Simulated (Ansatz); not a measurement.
C4H7O, doublet, geometry from GFN2-xTB. Base run: PBE0/3-21G (Ansatz, an electronic-structure program).

Input for Ansatz:
Ansatz 0.2 input:
```yaml
crystal:
  periodic: [false, false, false]
  atoms:
    - {symbol: C, position_ang: [-1.42055904, 0.97227624, -0.27106124]}
    - {symbol: C, position_ang: [-0.91568814, -0.33770568, -0.67872360]}
    - {symbol: C, position_ang: [0.32999827, -0.33321045, 0.22244212]}
    - {symbol: C, position_ang: [1.55036429, 0.27980461, -0.41307696]}
    - {symbol: O, position_ang: [0.30471634, -0.76323963, 1.34950346]}
    - {symbol: H, position_ang: [-2.01381161, 1.06446793, 0.61758099]}
    - {symbol: H, position_ang: [-1.04930845, 1.87029015, -0.72700981]}
    - {symbol: H, position_ang: [-1.57598079, -1.15352340, -0.39106290]}
    - {symbol: H, position_ang: [-0.63727068, -0.39629349, -1.72902780]}
    - {symbol: H, position_ang: [2.25861737, 0.58183032, 0.35481969]}
    - {symbol: H, position_ang: [2.02304901, -0.47646662, -1.04012550]}
    - {symbol: H, position_ang: [1.29228233, 1.12862385, -1.03868424]}
basis:
  gaussian:
    orbitals: 3-21G.json
hamiltonian:
  xc: pbe0
magnetization: {spin_polarized: true, initial_magnetization: 1}
```
The basis file holds 3-21G in the JSON format of the Basis Set Exchange.

The base run was repeated with changes; each row names its change, and settings that it needs were set with it.

```csv
change,ΔE vs base (µEh)
base,0.0
lower_state_search = full,0.0
"point_charge = charge:1.0 position_ang:-3.4694, -0.2135, 3.7811",-7398
fitting.mean_field = def2-universal-JKFIT,-128
"final_grid = 14, 28, 59",0.4
"final_grid = 6, 12, 29",25.5
fitting.mean_field = cc-pVTZ-JKFIT,-80.1
"final_grid = 10, 20, 41",0.2
accuracy = high,20.7
forces = on,0.0
lower_state_search = off,0.0
```
